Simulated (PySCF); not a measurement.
H₃Si₂, SMILES [Si][SiH3] (connectivity only; charge and spin as stated), charge +1, multiplicity 1.

The structure is a stationary point at PBE0-D3(BJ)/def2-TZVP. The multiplicity is an assumed one; other spin states were not compared. The isomer is the one that the SMILES or the coordinates give; other isomers of the formula were not compared.

These are TDA-B3LYP/def2-TZVPD (PySCF) values and carry that method's errors.

Vertical excitations; the highest root listed may be one member of a degenerate set. Isolated molecule, no solvent. State labels are in the subgroup Cs.

Computed UV-visible absorptions:
| state | symmetry | energy (eV) | λ (nm) | f | main pairs |
|---|---|---|---|---|---|
| S1 | A' | 1.81 | 686 | 0.002 | HOMO→LUMO+1 (degenerate set) |
| S2 | A" | 1.81 | 686 | 0.002 | HOMO→LUMO (degenerate set) |
| S3 | A" | 4.26 | 291 | 0.000 | HOMO−1→LUMO 50 %, HOMO−2→LUMO+1 50 % |
| S4 | A" | 4.42 | 281 | 0.005 | HOMO−2→LUMO+1, HOMO−1→LUMO (degenerate set) |
| S5 | A' | 4.42 | 281 | 0.005 | HOMO−1→LUMO+1, HOMO−2→LUMO (degenerate set) |
| S6 | A' | 4.94 | 251 | 0.075 | HOMO−2→LUMO 46 %, HOMO−1→LUMO+1 46 % |
| S7 | A' | 7.33 | 169 | 0.064 | HOMO→LUMO+3 85 % |
| S8 | A' | 7.33 | 169 | 0.000 | HOMO→LUMO+5, HOMO−3→LUMO+1 (degenerate set) |
| S9 | A" | 7.33 | 169 | 0.000 | HOMO→LUMO+4, HOMO−3→LUMO (degenerate set) |
| S10 | A' | 8.02 | 155 | 0.040 | HOMO−3→LUMO+1 53 %, HOMO→LUMO+7 20 %, HOMO→LUMO+5 20 % |
| T1 | A' | 0.87 | 1420 | 0 | HOMO→LUMO+1 (degenerate set) |
| T2 | A" | 0.87 | 1420 | 0 | HOMO→LUMO (degenerate set) |
| T3 | A' | 3.98 | 312 | 0 | HOMO−2→LUMO 50 %, HOMO−1→LUMO+1 50 % |
| T4 | A" | 4.10 | 302 | 0 | HOMO−2→LUMO+1 50 %, HOMO−1→LUMO 50 % |
Triplets are in the Tamm–Dancoff approximation.
